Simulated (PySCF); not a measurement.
Point-charge models of `Br[SiH]1CC1` against its computed dipole.

Coordinates (PBE0-D3(BJ)/def2-SVP, Å) and charges (e) from the PBE0/pcSseg-1 density (PySCF):

```
atom       x       y       z  Mulliken      IAO  Hirshfeld  ESP-fitted
 Br1   1.276   1.967  -1.654   -0.3375  -0.2302    -0.1022     -0.0860
 Si2   0.349   0.992   0.105   +0.6884  +0.7606    +0.3052     +0.0866
  C3   0.457  -0.842   0.268   -0.4757  -0.5395    -0.1693     -0.3426
  C4  -0.936  -0.306  -0.162   -0.4761  -0.5390    -0.1690     -0.3302
  H5   0.332   1.893   1.279   -0.0421  -0.0914    -0.0531     +0.0545
  H6   0.526  -1.297   1.263   +0.1573  +0.1580    +0.0473     +0.1634
  H7   1.009  -1.410  -0.490   +0.1642  +0.1618    +0.0469     +0.1496
  H8  -1.752  -0.414   0.562   +0.1573  +0.1580    +0.0473     +0.1580
  H9  -1.251  -0.539  -1.185   +0.1642  +0.1617    +0.0469     +0.1468
```

**Question.** What dipole does each set of charges give (1 e·Å = 4.803 D), and what does the density give?

**Answer.** The full density gives (-0.60, -0.73, 1.02) D, 1.39 D in size; dipole vectors point from the negative to the positive end.

```
    scheme     μx     μy    μz  size (D)  share of the full size (%)  angle to the full dipole (°)
  Mulliken  -1.00  -0.50  2.58      2.82                         202                            23
       IAO  -0.16   0.78  1.46      1.66                         119                            64
 Hirshfeld  -0.14   0.11  0.59      0.62                          44                            45
ESP-fitted  -0.64  -0.76  1.11      1.49                         107                             1
```

**Question.** Which set comes closest?

**Answer.** Length of the difference vector: ESP-fitted 0.10 D, Hirshfeld 1.05 D, Mulliken 1.63 D, IAO 1.63 D. Closest: ESP-fitted. 

**Question.** What is left for the Hirshfeld atoms' own dipoles?

**Answer.** The shares of the density sum to the whole, so what Σ q r misses lies in dipoles about the nuclei. The atomic dipoles sum to (-0.60, -0.73, 1.02) − (-0.14, 0.11, 0.59) = (-0.46, -0.84, 0.43) D, 1.05 D in size.

**Question.** With the origin at the mean of the coordinates, (0.001, 0.005, -0.002) Å, which are the largest single terms, by size, of the ESP-fitted dipole along the direction of the full one?

**Answer.** Br1 +1.15, H6 +1.09, H8 +1.06, C3 -0.73, C4 -0.71 D; all 9 atoms together +1.48 D. The single terms depend on the origin, their sum doesn't.

**Question.** Give the size of the full dipole in other units.

**Answer.** 1.39 D = 0.548 au = 0.290 e·Å = 4.65 × 10⁻³⁰ C·m.

Isolated species at its PBE0-D3(BJ)/def2-SVP geometry, gas phase. The calculation is non-relativistic, for bromine too.
